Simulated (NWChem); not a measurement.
All runs are NWChem calculations. System: CH6N, charge 0, spin multiplicity 2, at the geometry of a parent with another charge or spin, in a state set for the comparison that need not be this species' ground state. Its SCF solution wasn't tested for a lower state. Level: UMP2/def2-TZVPD, 2 core orbitals frozen.

Input file:

```
start mol
memory heap 200 mb stack 900 mb global 1100 mb
geometry units angstroms nocenter noautoz
  C      0.788807     0.047506     0.000000
  N     -0.700276    -0.042174     0.000000
  H      1.110112     0.586811     0.898941
  H      1.110112     0.586811    -0.898941
  H      1.203723    -0.967397     0.000000
  H     -1.056261    -0.541660     0.826488
  H     -1.056261    -0.541660    -0.826488
  H     -1.142336     0.887276     0.000000
  symmetry group Cs
end
basis spherical
  * library def2-tzvpd
end
scf
  uhf
  nopen 1
  maxiter 100
  thresh 1e-7
  semidirect memsize 60000000 filesize 0
  # guess.movecs holds the orbitals of an unrestricted PBE0 run
  vectors input guess.movecs output mol.movecs
end
mp2
  freeze core 2
end
task mp2 energy
```

Part of the output:

```
             Northwest Computational Chemistry Package (NWChem) 7.3.0
             --------------------------------------------------------

                                NWChem Input Module
                                -------------------

 Scaling coordinates for geometry "geometry" by  1.889725989
 (inverse scale =  0.529177249)

 Turning off AUTOSYM since
 SYMMETRY directive was detected!

                             Geometry "geometry" -> ""
                             -------------------------

 Output coordinates in angstroms (scale by  1.889725989 to convert to a.u.)

  No.       Tag          Charge          X              Y              Z
 ---- ---------------- ---------- -------------- -------------- --------------
    1 C                    6.0000     0.78880700     0.04750600     0.00000000
    2 N                    7.0000    -0.70027600    -0.04217400     0.00000000
    3 H                    1.0000     1.11011200     0.58681100     0.89894100
    4 H                    1.0000     1.11011200     0.58681100    -0.89894100
    5 H                    1.0000     1.20372300    -0.96739700     0.00000000
    6 H                    1.0000    -1.05626100    -0.54166000     0.82648800
    7 H                    1.0000    -1.05626100    -0.54166000    -0.82648800
    8 H                    1.0000    -1.14233600     0.88727600     0.00000000

 Effective nuclear repulsion energy (a.u.)      47.8295095773

            Nuclear Dipole moment (a.u.)
            ----------------------------
        X                 Y               Z
 ---------------- ---------------- ----------------
    -0.0000018897    -0.0000018897     0.0000000000

      Symmetry information
      --------------------

 Group name             Cs
 Group number              2
 Group order               2
 No. of unique centers     6

      Symmetry unique atoms

     1    2    3    5    6    8


 Summary of "ao basis" -> "" (spherical)
 ------------------------------------------------------------------------------
       Tag                 Description            Shells   Functions and Types
 ---------------- ------------------------------  ------  ---------------------
 *                         def2-tzvpd                 on all atoms

 Summary of "ao basis" -> "ao basis" (spherical)
 ------------------------------------------------------------------------------
       Tag                 Description            Shells   Functions and Types
 ---------------- ------------------------------  ------  ---------------------
 C                         def2-tzvpd               13       37   6s3p3d1f
 N                         def2-tzvpd               13       37   6s3p3d1f
 H                         def2-tzvpd                5        9   3s2p

                                 NWChem SCF Module
                                 -----------------

  ao basis        = "ao basis"
  functions       =   128
  atoms           =     8
  alpha electrons =    10
  beta  electrons =     9
  charge          =   0.00
  wavefunction    = UHF
  use symmetry    = T
  symmetry adapt  = T

 Summary of "ao basis" -> "ao basis" (spherical)
 ------------------------------------------------------------------------------
       Tag                 Description            Shells   Functions and Types
 ---------------- ------------------------------  ------  ---------------------
 C                         def2-tzvpd               13       37   6s3p3d1f
 N                         def2-tzvpd               13       37   6s3p3d1f
[...]
    1 C    6     3.25   0.43  0.56  0.24  0.35  0.07 -0.00  0.61  0.67  0.27  0.01  0.03  0.01  0.00
    2 N    7     3.65   0.41  0.58  0.25  0.44 -0.01  0.03  0.75  0.89  0.28  0.00  0.02  0.00  0.00
    3 H    1     0.39   0.13  0.24  0.00  0.01 -0.00
    4 H    1     0.39   0.13  0.24  0.00  0.01 -0.00
    5 H    1     0.39   0.13  0.24  0.00  0.01 -0.00
    6 H    1     0.31   0.12  0.18 -0.01  0.02  0.00
    7 H    1     0.31   0.12  0.18 -0.01  0.02  0.00
    8 H    1     0.31   0.12  0.18 -0.01  0.02  0.00

   Mulliken analysis of the spin density
   -------------------------------------

    Atom       Charge   Shell Charges
 -----------   ------   -------------------------------------------------------
    1 C    6     0.65   0.00 -0.00  0.00 -0.00  0.53  0.14  0.01  0.02 -0.06 -0.00 -0.00  0.01  0.00
    2 N    7     2.97   0.00 -0.00  0.02  0.02  0.34  2.53  0.00 -0.00  0.03  0.00 -0.00  0.03 -0.00
    3 H    1    -0.21  -0.00 -0.00 -0.20  0.00  0.00
    4 H    1    -0.21  -0.00 -0.00 -0.20  0.00  0.00
    5 H    1    -0.21  -0.00 -0.00 -0.20  0.00  0.00
    6 H    1    -0.67  -0.00  0.02 -0.76  0.00  0.08
    7 H    1    -0.67  -0.00  0.02 -0.76  0.00  0.08
    8 H    1    -0.67  -0.00  0.02 -0.76  0.00  0.08

       Multipole analysis of the density wrt the origin
       ------------------------------------------------

     L   x y z        total         alpha         beta         nuclear
     -   - - -        -----         -----         ----         -------
     0   0 0 0     -0.000000    -10.000000     -9.000000     19.000000

     1   1 0 0      1.125859      1.732133     -0.606273     -0.000002
     1   0 1 0      0.067812      0.104330     -0.036516     -0.000002
     1   0 0 1      0.000000      0.000000      0.000000      0.000000

     2   2 0 0    -16.678464    -40.012022    -28.860964     52.194521
     2   1 1 0     -0.015688     -1.335264     -1.182481      2.502058
     2   1 0 1     -0.000000      0.000000     -0.000000      0.000000
     2   0 2 0    -16.419212    -17.921910     -9.298316     10.801014
     2   0 1 1      0.000000      0.000000     -0.000000      0.000000
     2   0 0 2    -16.418283    -17.841404     -9.227059     10.650180

                   NWChem MP2 Semi-direct Energy/Gradient Module
                   ---------------------------------------------

  Basis functions       =    128
  Molecular orbitals    =    128
  Frozen core           =      2
  Frozen virtuals       =      0
  Active alpha occupied =      8
  Active beta occupied  =      7
  Active alpha virtual  =    118
  Active beta virtual   =    119
  Use MO symmetry       = T
  Use skeleton AO sym   = T

  AO/Fock/Back tols     =   1.0D-09  1.0D-09  1.0D-09

 GA uses MA = F    GA memory limited = T

 Available:
  local mem=  1.26D+08
 global mem=  1.44D+08
 local disk=  0.00D+00
  mp2_memr nvloc                   118
  nvloc new                   118
   1 passes of   8:        5242880                      80604                  26520116.
   1 passes of   8: M    126151700           G      144146432           F     120908820.

 Semi-direct pass number   1 of   1  for UHF alpha       at       10.7s
  vrange nnbf                  8254
  mp2_eaftype                   101  avail_ma_in_mb                  1099
 EAF : mp2_eaftype filesize         101   13260058.
  mp2_eaf for mointskh                    101
Node 0 wrote     62.3 Mb in      0.1 s     Agg I/O rate:  1168.6 Mb/s
 Done moints_semi at       17.4s
  mp2_eaftype                   101  avail_ma_in_mb                   998
 EAF : mp2_eaftype filesize         101   13260058.
  mp2_eaf for kh                   101
 Done maket at       17.8s
 Done multipass loop at       17.8s

 GA uses MA = F    GA memory limited = T

 Available:
  local mem=  1.26D+08
 global mem=  1.44D+08
 local disk=  0.00D+00
  mp2_memr nvloc                   119
  nvloc new                   119
   1 passes of   7:        5242880                      75056                  23405056.
   1 passes of   7: M    126151700           G      144146432           F     120908820.

 Semi-direct pass number   1 of   1  for UHF beta        at       17.9s
  vrange nnbf                  8254
  mp2_eaftype                    89  avail_ma_in_mb                  1099
 EAF : mp2_eaftype filesize          89   11702528.
  mp2_eaf for mointskh                     89
Node 0 wrote     55.0 Mb in      0.1 s     Agg I/O rate:   802.9 Mb/s
 Done moints_semi at       24.4s
  mp2_eaftype                    89  avail_ma_in_mb                  1010
 EAF : mp2_eaftype filesize          89   11702528.
  mp2_eaf for kh                    89
 Done maket at       24.8s
 Done multipass loop at       24.8s

          -------------------------------------------
          SCF energy                 -95.737286276111
          Correlation energy          -0.403905906887
          Singlet pairs                0.000000000000
          Triplet pairs                0.000000000000
          Total MP2 energy           -96.141192182998
          -------------------------------------------

          ---------------------------------------------------
                    Spin Component Scaled (SCS) MP2
          Same spin pairs                     -0.092161099722
          Same spin scaling factor             0.333333333333
          Opposite spin pairs                 -0.311744807166
          Opposite spin scaling fact.          1.200000000000
          SCS-MP2 correlation energy          -0.404814135173
          Total SCS-MP2 energy               -96.142100411284
          ---------------------------------------------------

 -----------------------
 Performance information
 -----------------------

 Timer overhead =  1.36D-07 seconds/call

               Nr. of calls         CPU time (s)                 Wall time (s)                GFlops
             ---------------    -------------------     ------------------------------   -------------------
Name         Min   Avg   Max    Min     Avg     Max     Min     Avg     Max   Mx/calls   Min     Max     Sum
mp2: moin     2     2     2    13.     13.     13.      13.     13.     13.     6.6      0.0     0.0     0.0
mp2: make     2     2     2   0.83    0.83    0.83     0.83    0.83    0.83    0.41      0.0     0.0     0.0
mp2: tota     1     1     1    14.     14.     14.      14.     14.     14.     14.      0.0     0.0     0.0

 The average no. of pstat calls per process was 5.00D+00
 with a timing overhead of 6.79D-07s

 Task  times  cpu:       24.7s     wall:       24.7s

 Total times  cpu:       24.8s     wall:       24.8s
```
